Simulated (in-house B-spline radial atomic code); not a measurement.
Ru⁸⁺. Computed with a B-spline radial atomic code. Model: all-electron spherical atom, spin shells full or empty, radial basis limit, no spin-orbit coupling: exact exchange with a local potential (Slater, KLI or optimised effective potential, whose far tail is KLI's), no correlation.

Exchange potential has not reached -1/r at the last radius.

The run also made RPA and GW results, which its time includes.

The Slater potential averages the orbital exchange potentials with the orbital densities as weights, KLI adds orbital constants, and the optimised effective potential minimises the exact-exchange energy among local potentials. So their energies lie above Hartree-Fock in the order OEP, KLI, Slater. All fall off as −1/r, unlike LDA and GGA exchange.

Command:
```bash
python run_gw.py task.json out
```
Settings (nuclear radius in fm, other lengths in bohr, energies in hartree):
```
Z                      44
electrons              36
configuration          [Ar] 3d10 4s2 4p6
hamiltonian            x2c
method                 kli
lmax                   9
rms_radius             4.4809
spin_polarised         False
box_radius             7.7
intervals              97
```

Run time, properties included: 8.8 s on 1 thread of Arm Neoverse N1, on a shared host.

Given: hamiltonian one-electron scalar X2C; mean-field start exchange-only KLI.

Computed: energy above Hartree-Fock 16.242 millihartree.

```tsv
radius (bohr)	r times exchange potential (hartree bohr)
0.00114	-0.044422
0.0014	-0.054447
0.00172	-0.066706
0.00212	-0.081891
0.00262	-0.10063
0.00322	-0.12271
0.00397	-0.14964
0.00489	-0.18152
0.00603	-0.21915
0.00743	-0.26234
0.00915	-0.31066
0.0113	?
0.0139	-0.41702
0.0171	-0.46765
0.0211	-0.5104
0.026	-0.5377
0.032	-0.54565
0.0394	-0.54137
0.0485	-0.55519
0.0598	-0.6261
0.0737	?
0.0907	-0.87034
0.112	-0.95408
0.138	-0.96597
0.17	-0.92412
0.209	-0.96092
0.257	-1.1606
0.317	-1.3754
0.391	-1.4647
0.481	-1.378
0.593	-1.1662
0.731	-1.1227
0.9	-1.3007
1.11	-1.4092
1.37	-1.3931
1.68	-1.3092
2.07	-1.213
```

Q: What belongs in the row 0.0113?

A: r times exchange potential (hartree bohr): -0.36366.

Q: What belongs in the row 0.0737?

A: r times exchange potential (hartree bohr): -0.74695.

```csv
occupied,level (hartree),Hartree-Fock level (hartree)
1s,-810.15,-822.17
2s,-121.29,-125.53
2p,-109.25,-112.75
3s,-25.918,-27.48
3p,-21.946,-23.159
3d,-15.551,-16.191
4s,?,?
4p,-6.5851,-6.5909
```

Q: What belongs in the row 4s?

A: level (hartree): -7.7718; Hartree-Fock level (hartree): -8.0371.

```csv
empty,level (hartree)
4d,-4.7856
5s,?
5p,-3.2096
4f,-3.0487
```

Q: What belongs in the row 5s?

A: level (hartree): -3.6354.

The highest level, 4p, differs from Hartree-Fock by +0.16 eV and the deepest, 1s, by +327 eV: a local potential can match the highest level but can't give each shell its own exchange.
